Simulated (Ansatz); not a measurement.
Geometry optimisation, Ansatz 0.2.0, RKS B3LYP-D4/def2-SVP.

Input:

```yaml
crystal:
  periodic: [false, false, false]
  atoms:
    - { symbol: Zn, position_ang: [0.0, 0.0, 0.0] }
    - { symbol: O, position_ang: [0.0, 0.0, 2.14] }
    - { symbol: H, position_ang: [-0.9095, -0.2814, 2.4771] }
    - { symbol: Cl, position_ang: [0.0, 0.0, -2.24] }
    - { symbol: Br, position_ang: [2.4894, 0.6824, 0.8577] }
    - { symbol: H, position_ang: [1.2117, 0.3322, 2.016] }
basis:
  gaussian: { orbitals: def2-SVP }
hamiltonian:
  xc: b3lyp
  dispersion: d4
relax:
  f_tol: 0.15
  max_steps: 25
  restrain:
    - { distance: [0, 4], at: 2.42, k: 30.0 }
    - { distance: [5, 1], at: 1.01, k: 30.0 }
    - { distance: [0, 1], at: 2.99, k: 30.0 }
    - { distance: [5, 4], at: 2.75, k: 30.0 }
```

Run as:

```bash
$ ansatz run input.yaml --threads 2 --pin off --max-ram 3072MiB --backend cpu --events-out ev --progress --plain --runs-dir out
```

Task: Where does it end, and by what steps?

Result: The forces met the threshold. The restraints hold the end off the free minimum. After 14 steps the energy has fallen by 1.623 eV (the restraints' own energy left out); Zn1 moved furthest, 1.06 Å. Parted: Zn1–O2 (2.14 → 2.97 Å). Joined: O2–H6 (1.26 → 0.99 Å).

```json
{"step": "0", "energy less start (eV)": "0.0000", "largest force component (eV/Å)": "2.637", "accepted": "yes"}
{"step": "1", "energy less start (eV)": "0.2711", "largest force component (eV/Å)": "3.185", "accepted": "yes"}
{"step": "2", "energy less start (eV)": "0.3170", "largest force component (eV/Å)": "2.631", "accepted": "yes"}
{"step": "3", "energy less start (eV)": "0.2652", "largest force component (eV/Å)": "2.826", "accepted": "yes"}
{"step": "4", "energy less start (eV)": "0.0604", "largest force component (eV/Å)": "1.861", "accepted": "yes"}
{"step": "5", "energy less start (eV)": "-0.1560", "largest force component (eV/Å)": "1.171", "accepted": "yes"}
{"step": "6", "energy less start (eV)": "-0.3623", "largest force component (eV/Å)": "1.745", "accepted": "yes"}
{"step": "7", "energy less start (eV)": "-0.8470", "largest force component (eV/Å)": "3.292", "accepted": "yes"}
{"step": "8", "energy less start (eV)": "-1.3682", "largest force component (eV/Å)": "2.160", "accepted": "yes"}
{"step": "9", "energy less start (eV)": "-1.5800", "largest force component (eV/Å)": "1.149", "accepted": "yes"}
{"step": "10", "energy less start (eV)": "-1.6099", "largest force component (eV/Å)": "1.161", "accepted": "yes"}
{"step": "11", "energy less start (eV)": "-1.4613", "largest force component (eV/Å)": "2.526", "accepted": "no"}
{"step": "12", "energy less start (eV)": "-1.6150", "largest force component (eV/Å)": "1.137", "accepted": "yes"}
{"step": "13", "energy less start (eV)": "-1.6157", "largest force component (eV/Å)": "1.132", "accepted": "yes"}
{"step": "14", "energy less start (eV)": "-1.6234", "largest force component (eV/Å)": "1.109", "accepted": "yes"}
```

```xyz
6
Properties=species:S:1:pos:R:3
Zn 0.866 0.245 -0.568
O -0.338 0.252 2.149
H -0.530 -0.629 2.504
Cl -0.601 -0.121 -2.044
Br 2.800 0.570 0.786
H 0.595 0.417 2.423
```

The run took 51 s on 2 threads of Arm Neoverse V2 (shared host), peak memory 0.26 GiB.
